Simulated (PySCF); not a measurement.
GaCl2, SMILES [Cl][Ga+][Cl], charge +1. Atoms are numbered in the order given.

```xyz
3

Ga     0.0000     0.0000     0.0000
Cl     0.0000     0.0000    -2.0233
Cl     0.0000     0.0000     2.0233
```
Charge +1, spin multiplicity 1.

Geometry optimised at PBE0-D3(BJ)/def2-TZVP. The spin state was assumed, not searched. The isomer is the one that the SMILES or the coordinates give; other isomers of the formula were not compared.

All values below come from C-PCM-ωB97X/def2-SVP in PySCF.

The values are the electrostatic part of the solvation free energy, E(continuum) − E(gas) at the gas-phase geometry, in a cavity of scaled van der Waals radii (PySCF's table); cavitation and dispersion terms are not included. A continuum can't describe solvent molecules that bind to the metal. In vacuum the orbital gap is 11.36 eV.

```tsv
solvent	ε	ΔG(elec) (kcal/mol)	gap (eV)
water	78.36	-68.5	11.65
n-hexane	1.88	-32.0	11.49
dimethylsulfoxide	46.83	[?]	[?]
```

Task: What belongs in the gaps? (The exact figures need the calculation; the answer reports its results.)

Result: 
- dimethylsulfoxide, ΔG(elec) (kcal/mol): -67.8
- dimethylsulfoxide, gap (eV): 11.65
